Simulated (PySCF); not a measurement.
Electron correlation in B⁺ (boron, charge +1)

[He] 2s1 2p1, high-spin 3P determinant (an excited configuration). All numbers are calculated (PySCF 2.14, the non-relativistic Hamiltonian (point nucleus), in aug-cc-pVTZ with one added diffuse shell each of s, p, d, f type (6s5p4d3f, 62 functions)). Frozen: 1s2; 2 electrons correlated.

With two correlated electrons CCSD is exact within the correlated space (frozen core and kept virtual orbitals).

```tsv
level	correlation energy (mhartree)
CCSD	-4.84
```

Diagnostics: T1 = 0.0019, D1 = 0.0033, largest double amplitude 0.027.

Cost of the coupled-cluster step: of the order of 5 core-seconds, for 2 correlated electrons.

Iterations:

```
CC2 = 0
CCSD nocc = (np.int64(2), np.int64(0)), nmo = (61, 61)
frozen orbitals [[0], [0]]
max_cycle = 100
direct = 0
conv_tol = 1e-08
conv_tol_normt = 1e-06
diis_space = 8
diis_start_cycle = 0
Init t2, MP2 energy = -0.00307174734033863
Init E_corr(UCCSD) = -0.00307174734173447
cycle = 1  E_corr(UCCSD) = -0.00411886610584158  dE = -0.00104711876  norm(t1,t2) = 0.0141228
cycle = 2  E_corr(UCCSD) = -0.00452223537015215  dE = -0.000403369264  norm(t1,t2) = 0.00640074
cycle = 3  E_corr(UCCSD) = -0.00484193374983028  dE = -0.00031969838  norm(t1,t2) = 0.0030908
cycle = 4  E_corr(UCCSD) = -0.00483657161486684  dE = 5.36213496e-06  norm(t1,t2) = 0.00034008
cycle = 5  E_corr(UCCSD) = -0.00483708907871881  dE = -5.17463852e-07  norm(t1,t2) = 4.1934e-05
cycle = 6  E_corr(UCCSD) = -0.00483697881736511  dE = 1.10261354e-07  norm(t1,t2) = 6.38424e-06
cycle = 7  E_corr(UCCSD) = -0.00483701332350833  dE = -3.45061432e-08  norm(t1,t2) = 7.77967e-07
cycle = 8  E_corr(UCCSD) = -0.00483700605489736  dE = 7.26861097e-09  norm(t1,t2) = 1.28122e-07
UCCSD converged
E(UCCSD) = -24.12595030569602  E_corr = -0.00483700605489736
```
